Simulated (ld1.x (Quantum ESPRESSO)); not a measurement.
**Before and after: TM potential for C (Z = 6)**

carbon (C), norm-conserving Troullier–Martins (Kleinman–Bylander form), made with ld1.x (Quantum ESPRESSO) 7.5 (PBEsol, scalar-relativistic). Core [He], reference 2s2 2p1 (charge +1). Waves: 2s (bound): rc 1.10 bohr; 2p (bound): rc 1.45 bohr; 3d channel at 0.3 Ry: rc 1.25 bohr. Local part: all-electron potential smoothed inside 0.85 bohr (lloc = -2). Core correction: Bessel-smoothed model core inside 1.10 bohr.

Change: wave 2p (bound): rc 1.45 bohr becomes 2p (bound): rc 1.68 bohr.

Cutoffs: the cutoffs (Ry, on a coarse ladder) from which the occupation-weighted sum of valence levels, in a spherical-Bessel basis at the reference potential, stays within 10 and 1 mRy of its value at 400 Ry; they do not see the model core or the augmentation charge, which bear on the density cutoff. Errors are all-electron minus pseudo energies relative to the spin-unpolarised reference configuration.

**Question.** Predict the effect on cutoff, ghosts and configuration errors.

**Answer.** The potential gets softer (45 Ry and 100 Ry → 40 Ry and 90 Ry); of the 7 tests that both files solve, the error grows in 6 and shrinks in 0 by more than 15 % and 0.3 meV (median size 9.9 → 14.1 meV); neither file shows a bound ghost. A larger radius leaves more room for a smooth pseudo-wave, so fewer plane waves are needed. More of the atom is replaced by a form fitted at one configuration, so other configurations suffer.

| quantity | base | changed |
| --- | --- | --- |
| cutoff, loose | 45 Ry | 40 Ry |
| cutoff, tight | 100 Ry | 90 Ry |
| loose cutoff by channel (10 mRy a level) | s 35 Ry, p 40 Ry | s 35 Ry, p 35 Ry |
| bound ghosts | none | none |
| error for 2s2 2p2, meV [ΔE -10.79 eV] | +8.2 | +12 |
| error for 2s2 2p0, meV [ΔE 24.02 eV] | +46 | +63 |
| error for 2s1 2p0, meV [ΔE 71.98 eV] | +147 | +188 |
| error for 2s1 2p2, meV [ΔE 8.71 eV] | +6.5 | +5.9 |
| error for 2s2 2p2.3, meV [ΔE -11.93 eV] | +9.9 | +14 |
| error for 2s1 2p3, meV [ΔE -2.36 eV] | +23 | +31 |
| error for 2s2 2p1.5, meV [ΔE -6.86 eV] | +3.5 | +4.9 |
